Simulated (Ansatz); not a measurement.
A nudged elastic band was laid between two geometries of F₂H₃NSi (7 atoms, charge 0, multiplicity 1).

The calculation used Ansatz, RKS PBE0/cc-pVDZ.

```yaml
movable_images: 7
climbing_image: yes
spring: 5.0 eV/Å²
optimiser: quadratic models (default)
start_path: straight line
force_threshold: 0.05 eV/Å
iteration_limit: 60
end_points: relaxed
```

Image 0:

```xyz
7
Properties=species:S:1:pos:R:3
Si 0.113 0.091 0.171
H 0.363 0.215 1.625
F 1.569 -0.064 -0.571
N -0.845 1.382 -0.409
H -1.124 1.380 -1.386
H -0.617 2.324 -0.107
F -0.661 -1.306 -0.172
```

Image 8:

```xyz
7
Properties=species:S:1:pos:R:3
Si -0.790 0.347 0.510
H 1.531 -0.075 1.564
F 1.914 -0.204 0.727
N -0.924 1.438 -0.814
H -1.054 1.140 -1.778
H -0.816 2.443 -0.725
F -1.062 -1.065 -0.332
```

Which bonds break or form, and what moves?

Bonds broken: Si1–H2, Si1–F3. Bonds formed: H2–F3. F2H3NSi becomes FH + FH2NSi.

What energy profile does the band end with?

The run converged. The highest image is number 5 of 0 to 8, 3.24 eV above the first end and 0.74 eV above the last; the last end lies 2.50 eV above the first. Neighbouring images differ by up to 1.3 eV, so the band resolves the path poorly. Another band between the same ends (7 images) ends at a top of the same energy, where a vibrational analysis finds 1 clearly imaginary mode. The orbitals stay closed-shell, which can raise the energy where a bond breaks towards radicals; this wasn't checked here.

```csv
image,path coordinate (Å),energy (eV),Si1–H2 (Å),Si1–F3 (Å),H2–F3 (Å)
0,0.00,0.00,1.48,1.64,2.52
1,0.29,0.06,1.48,1.64,2.39
2,0.58,0.43,1.48,1.64,2.12
3,0.87,1.31,1.48,1.69,1.81
4,1.16,2.58,1.52,1.81,1.51
5,1.45,3.24,1.62,1.98,1.22
6,1.82,2.73,1.94,2.27,0.97
7,2.18,2.52,2.31,2.59,0.93
8,2.55,2.50,2.58,2.77,0.93
```

What is the geometry of the highest image?


```xyz
7
Properties=species:S:1:pos:R:3:forces:R:3
Si -0.340 0.201 0.449 0.00 -0.01 0.00
H 0.973 0.159 1.396 0.01 0.00 -0.01
F 1.617 -0.076 0.388 -0.02 0.01 0.01
N -0.827 1.386 -0.675 0.00 0.02 0.01
H -1.083 1.174 -1.634 0.00 -0.01 0.00
H -0.730 2.378 -0.492 0.00 0.00 0.00
F -0.811 -1.198 -0.282 0.00 0.00 0.00
```

The run took 110 s on 2 threads of Arm Neoverse V1, with other jobs on the host, peak memory 0.16 GiB.
